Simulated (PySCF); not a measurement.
CH6ClNSi3, SMILES [SiH3][Si@@H]1N=C[Si@@H]1Cl. Geometry optimised at ωB97X-D3(BJ)/def2-SVP. The structure was generated by enumeration; whether it is a known compound was not checked.

**Question.** Give the equilibrium geometry at ωB97X-D3(BJ)/def2-SVP (PySCF confirms it by a frequency run) as bond lengths and angles. (Estimate from the structure and the level; the computed values follow.)

**Answer.** 
Atoms: Si1 Si2 N3 C4 Si5 Cl6 H7 H8 H9 H10 H11 H12. Bonds (Å): Si1–Si2 2.328, Si1–H7 1.493, Si1–H8 1.491, Si1–H9 1.491, Si2–N3 1.818, Si2–Si5 2.322, Si2–H10 1.490, N3–C4 1.288, C4–Si5 1.914, C4–H11 1.107, Si5–Cl6 2.074, Si5–H12 1.489. Bond angles (°): Si2–Si1–H7 108.9, Si2–Si1–H8 107.7, Si2–Si1–H9 111.9, H7–Si1–H8 109.4, H7–Si1–H9 109.2, H8–Si1–H9 109.7, Si1–Si2–N3 109.8, Si1–Si2–Si5 112.4, Si1–Si2–H10 114.2, N3–Si2–Si5 76.9, N3–Si2–H10 113.8, Si5–Si2–H10 123.5, Si2–N3–C4 104.4, N3–C4–Si5 107.3, N3–C4–H11 120.3, Si5–C4–H11 132.4, Si2–Si5–C4 70.8, Si2–Si5–Cl6 119.2, Si2–Si5–H12 124.2, C4–Si5–Cl6 116.4, C4–Si5–H12 115.1, Cl6–Si5–H12 107.2.
Charge 0, spin multiplicity 1.
